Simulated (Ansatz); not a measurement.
Cartesian coordinates (Å):
SMILES: C([SiH2]O)=C
```xyz
10

C      1.5710     0.1334    -0.4691
C      0.7667     0.1177     0.5922
Si    -1.0562    -0.2407     0.4966
O     -1.5712    -0.3471    -1.0714
H      2.6313     0.3497    -0.3925
H      1.1988    -0.0787    -1.4661
H      1.2010     0.3322     1.5676
H     -1.7863     0.8256     1.2308
H     -1.3730    -1.5492     1.1077
H     -1.5822     0.4571    -1.5959
```
Charge 0, multiplicity 1.

All values below come from frozen-core CCSD(T)/cc-pVTZ // B3LYP-D3(BJ)/def2-TZVP (Ansatz, a quantum-chemistry and plane-wave program).

```yaml
HF energy: -443.12320 Ha
MP2 correlation energy: -0.69105 Ha
```

Problem. Estimate the CCSD correlation energy, the (T) correction, the total energy and the T1 diagnostic.

Solution. 
```yaml
CCSD correlation energy: -0.72809 Ha
"(T) correction": -0.02888 Ha
CCSD(T) total energy: -443.88017 Ha
T1 diagnostic: 0.011
```
